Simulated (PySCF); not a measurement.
Computed structure and properties of [Pb(CCH)3]−

System: [Pb(CCH)3]− (singlet); start: displaced along the imaginary mode (Cs). Method: PySCF 2.14.0, RKS r2SCAN, Pb def2-SVP with ECP60, C def2-SVP, H def2-SVP; non-relativistic Hamiltonian with scalar-relativistic core potentials where named; density fitting; no spin-orbit coupling.

Input of the relaxation:

```python
mol = gto.M(atom='''
Pb    -0.25649    -0.02462     0.00000
C     -0.09436     0.25000     2.58212
C     -0.45518     0.00170     3.77050
H     -0.72403    -0.22349     4.81433
C     -0.09436     0.25000    -2.58212
C     -0.45518     0.00170    -3.77050
H     -0.72403    -0.22349    -4.81433
C      2.03549    -0.03146    -0.00000
C      3.26596    -0.00905    -0.00000
H      4.34147     0.01563    -0.00000''',
    basis={'Pb': 'def2-SVP', 'C': 'def2-SVP', 'H': 'def2-SVP'},
    ecp={'Pb': 'def2-SVP'},
    charge=-1, spin=0)
mf = dft.RKS(mol, xc='R2SCAN')
mf.grids.atom_grid = (50, 194)
mf = mf.density_fit()  # fitting sets: Pb def2-universal-JKFIT, C def2-universal-JKFIT, H def2-universal-JKFIT
mf.conv_tol = 1e-08; mf.max_cycle = 55
mf.kernel(dm0)  # dm0: converged density of the start geometry
# quasi-Newton relaxation in Cartesian coordinates to a largest gradient under 0.00045 Eh/bohr, steps kept in the point group
```

Run from Python with OMP_NUM_THREADS=2; the lines above give its settings. Where DIIS fails, smearing, a level shift and second-order steps follow.
It took 3.6 min on 2 threads of Arm Neoverse V1, with other jobs on the host, from the converged density of the start.

Course of the relaxation:

```
step  energy above end (eV)  largest force component within the symmetry (eV/Å)
   0                 1.5018                                               1.747
   1                 1.2691                                               1.748
   2                 1.0349                                               0.821
   3                 0.8417                                               0.935
   4                 0.5560                                               1.071
   5                 0.3585                                               0.408
   6                 0.2550                                               0.754
   7                 0.1985                                               0.655
  24                 0.0004                                               0.051
  25                 0.0004                                               0.033
  26                 0.0002                                               0.027
  27                 0.0000                                               0.009
  28                -0.0001                                               0.009
  29                 0.0000                                               0.006
```
(The steps between are left out.)

Relaxed geometry (nearly C3v):

```xyz
10

Pb    0.5341   -1.5688    0.0000
C    -0.3195   -0.2124    1.6961
C    -0.8409    0.3377    2.6661
H    -1.2823    0.8593    3.4970
C    -0.3195   -0.2124   -1.6961
C    -0.8409    0.3377   -2.6661
H    -1.2823    0.8593   -3.4970
C     2.6126   -0.5068    0.0000
C     3.7844   -0.1297    0.0000
H     4.7937    0.2428    0.0000
```

```json
{"contact": "Pb1–C2 (CCH)", "Å": "2.333"}
{"contact": "Pb1–C5 (CCH)", "Å": "2.333"}
{"contact": "Pb1–C8 (CCH)", "Å": "2.334"}
```

On the finer grid (75, 302):

```
HOMO                                                          : -1.56 eV
LUMO                                                          : 3.56 eV
Dipole about the centre of mass                               : 4.12 D
Set of Mulliken populations of Pb1 outside the core potential : s 3.77, p 7.71, d 10.10
D3(BJ) dispersion energy (not in the energies)                : -0.077 eV
```

| atom | Mulliken (e) | Löwdin (e) | spin (e) |
| --- | --- | --- | --- |
| Pb1 | 0.42 | 0.19 | 0.00 |
| C2 | -0.08 | -0.20 | 0.00 |
| C3 | -0.38 | -0.21 | 0.00 |
| H4 | -0.02 | 0.01 | 0.00 |
| C5 | -0.08 | -0.20 | 0.00 |
| C6 | -0.38 | -0.21 | 0.00 |
| H7 | -0.02 | 0.01 | 0.00 |
| C8 | -0.08 | -0.20 | 0.00 |
| C9 | -0.38 | -0.21 | 0.00 |
| H10 | -0.02 | 0.01 | 0.00 |

No frequency check is given for this geometry.

Taking off one CCH (charge -1, singlet; the rest: singlet) in vacuum, both parts rigid, costs 3.07 eV; the small basis without counterpoise inflates it.

Rigid scan of CCH along the line from its metal:

(distance to C2 (Å), energy (eV)): (2.03, 0.537), (2.13, 0.206), (2.23, 0.044), (2.33, 0.000), (2.43, 0.036), (2.53, 0.125), (2.73, 0.389), (3.03, 0.850), (3.43, 1.399), (3.93, 1.896)

One start shape was tried, so this needn't be the lowest isomer.
